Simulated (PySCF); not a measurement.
## Run times: arsenic in dyall-av3z

Measured wall times of calculations with PySCF 2.14 in dyall-av3z, with the spin-free X2C one-electron Hamiltonian (Gaussian nucleus), run from one Python driver. Hardware: 1 thread of Neoverse-N1 on a shared host, 1.3 GiB allowed. The two-electron integrals over 144 functions were computed once and kept in memory (1.2 CPU seconds with the set-up); the times below exclude them. Kohn-Sham runs start from converged Hartree-Fock orbitals.

Launch command (the driver calls PySCF for each step listed in the task file):

```bash
OMP_NUM_THREADS=1 python atomrun2.py TASK.json OUT
```

```
             species               step  iterations  wall time (s)
As [Ar] 3d10 4s1 4p4                LDA           7            3.5
As [Ar] 3d10 4s1 4p4                PBE           8            5.2
As [Ar] 3d10 4s1 4p4               PBE0           8            9.7
As [Ar] 3d10 4s1 4p4             r2SCAN           8             14
As [Ar] 3d10 4s1 4p4  MP2 (5 electrons)                        3.2
```

Question: Roughly how long does UHF with spin-orbit constants take for As [Ar] 3d10 4s1 4p4 here?

Answer: About 19 s.

Peak memory of the process: 0.72 GiB. Times on a shared host vary from run to run.
